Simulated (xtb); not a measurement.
Be(Cl)(Me) (CH₃BeCl), SMILES [CH3][Be][Cl]. All values are semi-empirical tight-binding results from xtb (GFN2-xTB unless named), good for trends rather than for accurate numbers. Geometry optimised at GFN2-xTB.

For metal compounds this method's bond lengths and energies can be far off.

Computed properties:
The point group as xtb finds it comes out as C3v. The orbital gap comes out as 5.96 eV and the zero-point energy is 23.4 kcal/mol. The G − E(el) at 298.15 K (modified RRHO) is 7.5 kcal/mol.
